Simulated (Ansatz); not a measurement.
Br2Sn (SMILES [Br][Sn][Br]), singlet, at a GFN2-xTB geometry (such geometries of metal compounds can be far from the true shape) (all electrons, no relativity).

Ansatz (an electronic-structure program) was given this input:
Ansatz 0.2 input:
```yaml
crystal:
  periodic: [false, false, false]
  atoms:
    - {symbol: Sn, position_ang: [-0.02127691, -0.00100366, 0.95007996]}
    - {symbol: Br, position_ang: [1.02717262, 1.67331750, -0.65419857]}
    - {symbol: Br, position_ang: [-0.99677703, -1.67188370, -0.70305852]}
basis:
  gaussian:
    orbitals: STO-3G
hamiltonian:
  xc: pbe
```

### Question
What is the computed total energy (PBE/STO-3G run with Ansatz)?

### Answer
-11055.932459 Ha

### Question
Estimate the number of basis functions that PBE/STO-3G returns for this input.

### Answer
63
